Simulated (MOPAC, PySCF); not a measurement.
C4H6BN, SMILES `N#CCC(=C)B`, neutral singlet in the gas phase. 

Cartesian coordinates (Å):
```xyz
12

B     -0.7548    -1.3474    -0.5856
C     -0.4242     0.0597    -0.0539
C     -1.2200     1.0817    -0.3715
C      0.7712     0.2887     0.8513
C      2.0293    -0.0296     0.1834
N      3.0069    -0.2788    -0.3561
H     -0.1102    -2.2950    -0.2629
H     -1.6844    -1.4820    -1.3156
H     -1.0498     2.0919    -0.0119
H     -2.0805     0.9324    -1.0102
H      0.8179     1.3233     1.1950
H      0.6988    -0.3449     1.7380
```
Charge 0, spin multiplicity 1.

All levels are single points at this geometry (CAM-B3LYP-D3(BJ)/def2-TZVP); Pople sets use spherical d functions. Orbital energies aren't observables, and empty levels follow the basis.

TPSSh-D3(BJ)/def2-TZVP in PySCF gives dipole (D) = 4.42.

**Question.** Estimate the dipole (D) from each of these levels: CAM-B3LYP-D3(BJ)/def2-TZVP in PySCF; B3LYP/3-21G in PySCF; BP86/6-31G* in PySCF; M06-2X/6-31G* in PySCF; HF/3-21G in PySCF; HF/6-31G* in PySCF; HF/STO-3G in PySCF; PM6 in MOPAC.

**Answer.** 
```csv
level,dipole (D)
CAM-B3LYP-D3(BJ)/def2-TZVP in PySCF,4.47
B3LYP/3-21G in PySCF,4.14
BP86/6-31G* in PySCF,4.25
M06-2X/6-31G* in PySCF,4.25
HF/3-21G in PySCF,4.50
HF/6-31G* in PySCF,4.63
HF/STO-3G in PySCF,3.59
PM6 in MOPAC,4.01
```
